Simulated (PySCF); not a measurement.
## Radial density of Rh (rhodium, neutral)

BP86, [Kr] 4d8 5s1, high-spin 4F determinant. Calculation: PySCF 2.14, in aug-cc-pVDZ-PP with ECP28MDF; scalar relativity through the core potential. This is the valence pseudo-density: the core potential removes the inner electrons and smooths the orbitals near the nucleus.

| r (bohr) | 4πr²ρ (e/bohr) | 4πr²(ρα − ρβ) |
| --- | --- | --- |
| 0.0198 | 1.162e-05 | 0.0000 |
| 0.0333 | 2.962e-05 | 0.0000 |
| 0.0561 | 7.316e-05 | 0.0000 |
| 0.0943 | 0.0003046 | 0.0000 |
| 0.159 | 0.003277 | 0.0004 |
| 0.267 | 0.05729 | 0.0070 |
| 0.449 | 1.412 | 0.1196 |
| 0.755 | 11.91 | 0.9039 |
| 1.27 | 11.54 | 1.3864 |
| 2.14 | 2.839 | 0.8626 |
| 3.59 | 0.5597 | 0.3359 |
| 6.04 | 0.04262 | 0.0342 |
| 10.2 | 0.0001219 | 0.0001 |

Energies and moments cover only the electrons outside the core potential.
